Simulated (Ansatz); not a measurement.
Cost and result for the atomization energy of C₂H₇BGaNO, SMILES `[BH2][Ga]1[O]C[N]1C` (13 atoms, 13 bonds).

```xyz
13

B     0.053   -2.895   -1.183
Ga    0.328   -0.898   -0.765
O     1.279    0.537   -1.426
C     0.756    1.380   -0.433
N    -0.108    0.506    0.332
C    -0.845    0.983    1.457
H    -0.675   -3.561   -0.511
H     0.616   -3.411   -2.099
H     1.563    1.806    0.188
H     0.197    2.219   -0.884
H    -1.433    0.172    1.892
H    -0.188    1.376    2.247
H    -1.543    1.787    1.184
```

Charge 0, multiplicity 1. Correlated methods include outer-core shells of Ga, which these sets cover unevenly. Scalar relativity is left out up to krypton. All single points use the PBE0-D4/def2-TZVP geometry. Program: Ansatz. All runs use 2 threads of an AMD EPYC 7R13 on a shared host and a share of an NVIDIA H100 80 GB. Times are those of one run each, without the atoms' runs, and a repeat can differ threefold. Electronic energies, without spin–orbit coupling; frozen cores. CCSD(T)/CBS adds CCSD(T) − MP2 in def2-TZVPP to the MP2 limit, and its time is that of the two runs behind it. T1 = 0.019. With those shells the extrapolation isn't a true limit.

CCSD(T)/CBS is a level of theory with its own doubt, some kJ/mol a heavy atom from the limit and from the frozen cores, so smaller differences don't rank the functionals.

```csv
level,functions,wall time
PBE0-D4/def2-TZVPP,301,2.1 s
B97M-V/def2-TZVPP,301,2.7 s
BHLYP-D4/def2-TZVPP,301,2.7 s
BLYP-D4/def2-TZVPP,301,2.8 s
r2SCANh-D4/def2-TZVPP,301,2.8 s
CCSD(T)/def2-SVP,137,2.9 s
LDA (SPW92)/def2-TZVPP,301,3.3 s
ωB97X-V/def2-TZVPP,301,3.7 s
CAM-B3LYP-D4/def2-TZVPP,301,3.8 s
ωB97M-V/def2-TZVPP (with forces),301,4.7 s
CCSD(T)/def2-TZVPP,301,6.5 s
MP2/def2-QZVPP,584,7 s
CCSD(T)/CBS(def2),–,14 s
```

Question: What atomization energy does each give, and how far from CCSD(T)/CBS? (Estimate.)

Answer: Ansatz gave: 
```json
{"level": "PBE0-D4/def2-TZVPP", "atomization (kJ/mol)": "4686.7", "difference from CCSD(T)/CBS": "23.0", "per bond": "1.8"}
{"level": "B97M-V/def2-TZVPP", "atomization (kJ/mol)": "4675.6", "difference from CCSD(T)/CBS": "11.9", "per bond": "0.9"}
{"level": "BHLYP-D4/def2-TZVPP", "atomization (kJ/mol)": "4507.4", "difference from CCSD(T)/CBS": "-156.3", "per bond": "-12.0"}
{"level": "BLYP-D4/def2-TZVPP", "atomization (kJ/mol)": "4671.5", "difference from CCSD(T)/CBS": "7.8", "per bond": "0.6"}
{"level": "r2SCANh-D4/def2-TZVPP", "atomization (kJ/mol)": "4653.7", "difference from CCSD(T)/CBS": "-10.0", "per bond": "-0.8"}
{"level": "CCSD(T)/def2-SVP", "atomization (kJ/mol)": "4414.4", "difference from CCSD(T)/CBS": "-249.3", "per bond": "-19.2"}
{"level": "LDA (SPW92)/def2-TZVPP", "atomization (kJ/mol)": "5422.9", "difference from CCSD(T)/CBS": "759.2", "per bond": "58.4"}
{"level": "ωB97X-V/def2-TZVPP", "atomization (kJ/mol)": "4684.0", "difference from CCSD(T)/CBS": "20.3", "per bond": "1.6"}
{"level": "CAM-B3LYP-D4/def2-TZVPP", "atomization (kJ/mol)": "4688.8", "difference from CCSD(T)/CBS": "25.1", "per bond": "1.9"}
{"level": "ωB97M-V/def2-TZVPP (with forces)", "atomization (kJ/mol)": "4668.2", "difference from CCSD(T)/CBS": "4.5", "per bond": "0.3"}
{"level": "CCSD(T)/def2-TZVPP", "atomization (kJ/mol)": "4545.6", "difference from CCSD(T)/CBS": "-118.1", "per bond": "-9.1"}
{"level": "MP2/def2-QZVPP", "atomization (kJ/mol)": "4709.7", "difference from CCSD(T)/CBS": "46.0", "per bond": "3.5"}
{"level": "CCSD(T)/CBS(def2)", "atomization (kJ/mol)": "4663.7", "difference from CCSD(T)/CBS": "0.0", "per bond": "0.0"}
```

In def2-TZVPP, CCSD(T) changes the Hartree–Fock value by +1265.9 kJ/mol (the triples alone add +81.5 kJ/mol) and MP2 by +1360.3 kJ/mol; breaking electron pairs costs correlation energy, which Hartree–Fock lacks. From PBE to PBE0 (25 % exact exchange), in def2-TZVPP and without D4, the atomization energy moves by −104.3 kJ/mol: exact exchange takes away binding that semilocal exchange gives to molecules. Leaving LDA and LC-ωPBE aside and taking each functional with its dispersion term where it has one, the values, not all of them listed here, spread over 287.9 kJ/mol, from BHLYP-D4 to PBE-D4. LDA lies +655.3 kJ/mol from PBE without D4, its usual overbinding.
